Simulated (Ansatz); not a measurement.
A geometry optimisation of F3H3InN with PBE0-D4/def2-SVP

The starting geometry of this gas-phase triplet was optimised with GFN2-xTB as a singlet; its bonds are those of `[NH3+][In-]([F])([F])[F]`.

```xyz
8

F     0.8656   -1.8921    1.2986
F    -0.5814    0.9832    0.3056
F    -0.7404   -1.7491   -1.6569
In   -0.3025   -0.9335    0.0619
N    -2.2449   -1.5437    1.0542
H    -2.2815   -1.1781    2.0027
H    -2.3123   -2.5583    1.0805
H    -3.0256   -1.1692    0.5202
```

**Question.** Predict what becomes of its bonds when it is optimised with PBE0-D4/def2-SVP.

**Answer.** It loosens into F3In + H3N, which stay close as a complex. Contacts that open: In4–N5 (2.26 → 2.97 Å).

The energy falls by 3.25 eV over 21 steps:

```csv
step,E − E(last) (eV)
1,3.253
3,2.117
5,1.244
8,0.538
10,0.441
12,0.172
14,0.033
17,0.000
19,0.000
21,0.000
```

Final geometry (Å):

| atom | x (Å) | y (Å) | z (Å) |
| --- | --- | --- | --- |
| F | -0.0181 | -2.0969 | 1.0759 |
| F | -0.9862 | 0.5863 | 0.9580 |
| F | -1.3722 | -1.3505 | -1.3236 |
| In | 0.1924 | -0.5463 | -0.2753 |
| N | -2.2033 | -1.6702 | 1.0838 |
| H | -1.9119 | -0.6979 | 1.3650 |
| H | -2.1884 | -2.4458 | 1.7396 |
| H | -2.1353 | -1.8195 | 0.0434 |

No frequencies were run, so the end isn't proven a minimum. Open shells are spin-unrestricted. The triplet needn't be the ground state. Atoms past krypton carry core potentials, without spin–orbit terms. Run with Ansatz 0.2.0, 3.1 min on 2 threads of Arm Neoverse V2, with other jobs on the host.
